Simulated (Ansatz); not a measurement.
Z-matrix (Å, degrees):
```
C
Si 1 1.883
H 1 1.092 2 110.7
H 1 1.092 2 110.7 3 120.1
H 1 1.092 2 110.7 3 -120.0
Si 2 2.340 1 111.2 3 -179.6
Si 2 2.340 1 111.1 3 59.5
H 2 1.493 1 109.9 3 -60.1
H 6 1.490 2 111.4 1 58.2
H 6 1.488 2 110.6 1 178.9
H 6 1.490 2 110.0 1 -61.5
H 7 1.488 2 110.6 1 -179.4
H 7 1.490 2 110.0 1 61.0
H 7 1.490 2 111.4 1 -58.7
```

The species carries charge 0 and has multiplicity 1.

**Question.** List the r2SCAN/def2-TZVPP orbital energies in eV (the Gaussian-basis code of Ansatz). (An estimate is asked.)

**Answer.** Computed: Occupied: -1790.79, -1790.78, -1790.78, -272.95, -141.28, -141.28, -141.28, -96.15, -96.14, -96.13, -96.13, -96.13, -96.13, -96.13, -96.12, -96.12, -18.41, -14.47, -13.59, -11.97, -10.56, -10.52, -9.09, -8.99, -8.73, -8.71, -8.21, -7.52, -6.90. Lowest empty: -0.80, -0.47, 0.05, 0.23, 0.47, 1.06, 1.41, 1.42.
